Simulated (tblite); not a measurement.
Compound: C5H9OP.
Numbering: `[CH:1]#[C:2][CH2:3][P@H:4](=[O:5])[CH2:6][CH3:7]` (hydrogens: H8 on C1; H9, H10 on C3; H11 on P4; H12, H13 on C6; H14, H15, H16 on C7)

Computed with GFN2-xTB (tblite), gas phase: L-BFGS steps from a force-field or distance-geometry start until the largest atomic force falls under 0.01 eV/Å.

Step 2: E = -594.6143 eV
```
atom  x, y, z in Å  |  force x, y, z in eV/Å
C1      2.6516   -0.4281    1.7871   -0.679   0.558  -1.597
C2      2.2162   -0.0600    0.7178    0.648  -0.500   1.455
C3      1.7204    0.3658   -0.5580    0.054   0.040  -0.271
P4      0.0864   -0.3444   -1.0420    0.364  -0.127   1.537
O5     -0.2877    0.0555   -2.3760   -0.331   0.021  -1.576
C6     -1.0244    0.3817    0.2160   -0.270   0.081  -0.090
C7     -2.4604   -0.0774    0.0303   -0.012   0.003  -0.039
H8      3.0264   -0.7308    2.7120    0.058  -0.079   0.190
H9      1.5825    1.4626   -0.5921   -0.032  -0.266   0.051
H10     2.4159    0.1119   -1.3661    0.077  -0.063   0.052
H11     0.1595   -1.7629   -0.7888   -0.051   0.769  -0.120
H12    -0.6766    0.1411    1.2063    0.173  -0.101   0.424
H13    -0.9659    1.4735    0.0829    0.086  -0.209  -0.056
H14    -3.0965    0.3915    0.7746   -0.117   0.008   0.045
H15    -2.5228   -1.1545    0.1435   -0.058  -0.141   0.011
H16    -2.8323    0.1835   -0.9588    0.090   0.008  -0.018
```

Step 3: E = -594.6462 eV
```
atom  x, y, z in Å  |  force x, y, z in eV/Å
C1      2.6491   -0.4261    1.7821   -0.197   0.155  -0.419
C2      2.2188   -0.0614    0.7220    0.209  -0.110   0.328
C3      1.7225    0.3647   -0.5586    0.130   0.014  -0.082
P4      0.0911   -0.3444   -1.0196   -0.365   0.567  -1.365
O5     -0.2924    0.0549   -2.3994    0.370  -0.654   0.997
C6     -1.0279    0.3823    0.2163   -0.164   0.023   0.228
C7     -2.4612   -0.0778    0.0300   -0.073  -0.039  -0.014
H8      3.0256   -0.7306    2.7106    0.001  -0.033   0.053
H9      1.5818    1.4587   -0.5914   -0.021  -0.198   0.048
H10     2.4175    0.1108   -1.3657    0.065  -0.077   0.039
H11     0.1588   -1.7512   -0.7907   -0.030   0.602  -0.017
H12    -0.6742    0.1398    1.2120    0.073  -0.037   0.254
H13    -0.9644    1.4703    0.0817    0.070  -0.117  -0.054
H14    -3.0981    0.3916    0.7752   -0.098  -0.010   0.016
H15    -2.5235   -1.1565    0.1436   -0.057  -0.087   0.001
H16    -2.8311    0.1838   -0.9596    0.088  -0.001  -0.012
```

Step 4: E = -594.6753 eV
```
atom  x, y, z in Å  |  force x, y, z in eV/Å
C1      2.6479   -0.4252    1.7802   -0.019   0.005   0.016
C2      2.2206   -0.0618    0.7233    0.020   0.029  -0.114
C3      1.7252    0.3637   -0.5582    0.035  -0.012  -0.106
P4      0.0880   -0.3365   -1.0278   -0.086   0.244  -0.387
O5     -0.2897    0.0467   -2.3960    0.128  -0.351   0.179
C6     -1.0306    0.3822    0.2201   -0.058  -0.026   0.145
C7     -2.4626   -0.0786    0.0301   -0.070  -0.038   0.025
H8      3.0246   -0.7303    2.7090   -0.005  -0.027   0.042
H9      1.5811    1.4553   -0.5906    0.006  -0.128   0.049
H10     2.4190    0.1096   -1.3654    0.079  -0.077   0.033
H11     0.1583   -1.7404   -0.7916   -0.034   0.550  -0.021
H12    -0.6727    0.1391    1.2163    0.046  -0.025   0.172
H13    -0.9629    1.4678    0.0804    0.039  -0.055  -0.019
H14    -3.0996    0.3915    0.7755   -0.103  -0.025  -0.003
H15    -2.5244   -1.1580    0.1437   -0.059  -0.060  -0.003
H16    -2.8298    0.1840   -0.9603    0.081  -0.003  -0.007
```

**Question.** Estimate the geometry and energy of step 5. (The exact step hangs on the optimiser's Hessian estimate; all steps are aligned on step 4, rigid shifts and turns removed.)

**Answer.** E = -594.6955 eV, largest force 0.381 eV/Å
```
atom  x, y, z in Å  |  force x, y, z in eV/Å
C1      2.6463   -0.4243    1.7791    0.038  -0.045   0.148
C2      2.2229   -0.0616    0.7223   -0.053   0.051  -0.242
C3      1.7293    0.3613   -0.5589   -0.066  -0.009  -0.147
P4      0.0850   -0.3236   -1.0333    0.110  -0.039   0.288
O5     -0.2866    0.0319   -2.3993   -0.059  -0.063  -0.371
C6     -1.0344    0.3809    0.2279    0.046  -0.035   0.019
C7     -2.4661   -0.0806    0.0310   -0.014  -0.025   0.051
H8      3.0227   -0.7302    2.7065    0.011  -0.037   0.083
H9      1.5802    1.4488   -0.5888    0.047   0.001   0.034
H10     2.4230    0.1064   -1.3649    0.081  -0.073   0.011
H11     0.1569   -1.7155   -0.7935   -0.026   0.348   0.018
H12    -0.6699    0.1377    1.2246    0.003  -0.007   0.066
H13    -0.9602    1.4637    0.0784   -0.015   0.012   0.048
H14    -3.1035    0.3908    0.7757   -0.114  -0.042  -0.020
H15    -2.5266   -1.1611    0.1437   -0.066  -0.023  -0.006
H16    -2.8267    0.1842   -0.9618    0.075  -0.014   0.020
```

The energy changes by -0.0202 eV. The first-order estimate −F·Δx gives -0.0308 eV and the mean of the old and new forces, exact on a quadratic surface, -0.0203 eV. The step makes an angle of 28° with the force vector and moves no atom by more than 0.025 Å.
